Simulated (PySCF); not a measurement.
Diatomic anions of B with group 13

PBE0 with double-zeta basis sets in PySCF, for the lowest determinant that a PBE0 search found; no spin–orbit coupling. De refers to high-spin ground-configuration atoms (the charge goes to the atom of lower measured ionisation energy or higher electron affinity, which is not always the lowest computed limit). A positive dipole points towards B; it is taken about the centre of mass and depends on that origin.

```json
{"M": "Al", "basis": "aug-cc-pV(D+d)Z/aug-cc-pVDZ", "charged atom": "Al−", "state (unpaired electrons)": "quartet (σ ↑, π ↑↑)", "Re (Å)": "2.080", "ωe (cm⁻¹)": "594", "De (eV)": "3.28", "μ (D)": "-1.76"}
{"M": "Ga", "basis": "aug-cc-pVDZ-PP/aug-cc-pVDZ", "charged atom": "Ga−", "state (unpaired electrons)": "quartet (σ ↑, π ↑↑)", "Re (Å)": "2.083", "ωe (cm⁻¹)": "520", "De (eV)": "3.15", "μ (D)": "-3.87"}
{"M": "In", "basis": "aug-cc-pVDZ-PP/aug-cc-pVDZ", "charged atom": "In−", "state (unpaired electrons)": "quartet (σ ↑, π ↑↑)", "Re (Å)": "2.266", "ωe (cm⁻¹)": "459", "De (eV)": "2.78", "μ (D)": "-4.59"}
{"M": "Tl", "basis": "aug-cc-pVDZ-PP/aug-cc-pVDZ", "charged atom": "Tl−", "state (unpaired electrons)": "quartet (σ ↑, π ↑↑)", "Re (Å)": "2.307", "ωe (cm⁻¹)": "423", "De (eV)": "2.63", "μ (D)": "-5.45"}
```

Question: By what factor does the well depth vary along the series?

Answer: At PBE0 it runs from 2.63 eV (TlB⁻) to 3.28 eV (AlB⁻), a factor of 1.25.

Down a group the atoms grow and get heavier, so bonds lengthen and wavenumbers fall; this series shows no clear exception.

These are scalar-relativistic numbers at best; spin–orbit coupling would shift them, the dissociation energy most. For an ion De counts to the pair picked by the measured ionisation energies or electron affinities, which need not be the lowest pair at this level. The highest Kohn–Sham level is positive in some of these anions. Much of that is self-interaction error, but it also means that the finite basis helps to hold the extra electron. States were picked by a PBE0 search and need not be the measured ground states.
